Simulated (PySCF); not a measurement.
aminoborane (BH4N), SMILES BN.

Geometry: PBE-D3(BJ)/def2-TZVP.

These are HF/def2-TZVPD run with PySCF values and carry that method's errors.

Symmetry labels are those of the subgroup C2v that the program uses (full group C2v).

Computed valence orbital energies around the gap with their symmetry:
```tsv
orbital	symmetry	energy (eV)
HOMO−7	A1	-423.36
HOMO−6	A1	-206.43
HOMO−5	A1	-31.50
HOMO−4	A1	-19.47
HOMO−3	B2	-18.51
HOMO−2	A1	-15.04
HOMO−1	B2	-12.60
HOMO	B1	-11.94
LUMO	A1	1.42
LUMO+1	A1	2.62
LUMO+2	B1	3.12
LUMO+3	B2	3.34
```
